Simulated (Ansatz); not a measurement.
`CCN([SiH3])P` and `CCN[SiH3]` differ in one atom or group.

Ansatz, PBE0-D4/def2-TZVP geometries, multiplicity 1. Each molecule was computed in one conformer, which needn't be the lowest.

```tsv
property	`CCN([SiH3])P`
HOMO energy (PBE/def2-TZVPP) / eV	-5.83
HOMO–LUMO gap (PBE/def2-TZVPP) / eV	5.00
LUMO energy (B3LYP/def2-TZVPP) / eV	-0.11
HOMO energy (B3LYP/def2-TZVPP) / eV	-6.88
size of the dipole moment (B3LYP/def2-TZVPP) / D	1.53
HOMO energy (PBE0/def2-TZVPP) / eV	-7.09
```

Task: Give the same properties after the change, and the shifts. (Estimate.)

Result: Ansatz gave: 
```json
{"property": "HOMO energy (PBE/def2-TZVPP) / eV", "`CCN[SiH3]`": "-5.43", "shift": "0.40"}
{"property": "HOMO–LUMO gap (PBE/def2-TZVPP) / eV", "`CCN[SiH3]`": "5.12", "shift": "0.12"}
{"property": "LUMO energy (B3LYP/def2-TZVPP) / eV", "`CCN[SiH3]`": "0.27", "shift": "0.38"}
{"property": "HOMO energy (B3LYP/def2-TZVPP) / eV", "`CCN[SiH3]`": "-6.56", "shift": "0.32"}
{"property": "size of the dipole moment (B3LYP/def2-TZVPP) / D", "`CCN[SiH3]`": "1.27", "shift": "-0.26"}
{"property": "HOMO energy (PBE0/def2-TZVPP) / eV", "`CCN[SiH3]`": "-6.77", "shift": "0.32"}
```

With PBE0 the HOMO rises by 0.32 eV and the LUMO rises by 0.45 eV, so the gap widens by about 0.13 eV. PBE moves the HOMO by 0.40 eV and ωB97M-V by 0.23 eV. Dipoles are sizes alone; their direction can turn.

B3LYP here is the variant with VWN-RPA as its local correlation; programs differ in this.
